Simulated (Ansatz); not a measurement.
Bis(tert-butylamino)silane (BTBAS), relaxed with RKS PBE-D4/def2-SVP in Ansatz 0.2.0 from a rough embedded geometry. The force threshold is 0.03 eV/Å; the program also tests the step.

Charge 0, multiplicity 1.

Start:

```xyz
33

C     1.292    3.198   -0.470
C     1.391    1.921   -1.364
C     2.855    1.438   -1.444
C     0.874    2.189   -2.780
N     0.460    0.903   -0.845
Si    0.491    0.048    0.607
N    -0.880   -0.931    0.364
C    -1.535   -1.939    1.222
C    -1.907   -1.348    2.571
C    -2.752   -2.413    0.492
C    -0.559   -3.132    1.457
H     1.927    3.972   -0.972
H     0.307    3.611   -0.525
H     1.702    3.053    0.475
H     2.924    0.489   -1.986
H     3.497    2.117   -1.926
H     3.240    1.205   -0.444
H     1.590    2.978   -3.279
H     0.968    1.339   -3.426
H    -0.060    2.623   -2.853
H    -0.478    1.242   -0.968
H     1.676   -0.770    0.755
H     0.202    0.986    1.707
H    -0.721   -1.323   -0.581
H    -1.089   -1.020    3.209
H    -2.569   -0.448    2.396
H    -2.466   -2.049    3.199
H    -3.458   -1.608    0.292
H    -3.325   -3.141    1.085
H    -2.536   -2.854   -0.519
H     0.326   -2.851    2.019
H    -1.131   -3.883    2.042
H    -0.256   -3.603    0.491
```

```csv
step,energy (eV),largest force (eV/Å),largest move (Å)
1,-19483.0065,4.414,0.000
2,-19483.9576,1.207,0.153
3,-19484.0362,0.553,0.200
4,-19484.0995,0.287,0.153
5,-19484.1063,0.092,0.024
6,-19484.1084,0.029,0.034
```

End:

```xyz
33

C     1.338    3.290   -0.570
C     1.383    1.990   -1.403
C     2.798    1.391   -1.349
C     1.021    2.303   -2.867
N     0.403    1.008   -0.904
Si    0.425    0.063    0.569
N    -0.898   -1.049    0.290
C    -1.529   -2.008    1.214
C    -1.846   -1.315    2.550
C    -2.842   -2.483    0.565
C    -0.607   -3.222    1.467
H     2.044    4.055   -0.956
H     0.319    3.728   -0.584
H     1.602    3.084    0.488
H     2.839    0.434   -1.907
H     3.531    2.092   -1.796
H     3.119    1.192   -0.307
H     1.726    3.035   -3.308
H     1.043    1.377   -3.476
H     0.001    2.736   -2.936
H    -0.556    1.289   -1.143
H     1.812   -0.526    0.711
H     0.144    0.789    1.867
H    -0.861   -1.425   -0.665
H    -0.924   -0.999    3.077
H    -2.470   -0.414    2.386
H    -2.394   -2.006    3.221
H    -3.513   -1.622    0.376
H    -3.372   -3.211    1.213
H    -2.642   -2.983   -0.406
H     0.344   -2.897    1.936
H    -1.082   -3.971    2.134
H    -0.356   -3.726    0.511
```

It took 7 s on 11 threads of an AMD EPYC 7R13 on a shared host and a whole NVIDIA H100 80 GB, with 0.96 GiB of host memory at the peak.
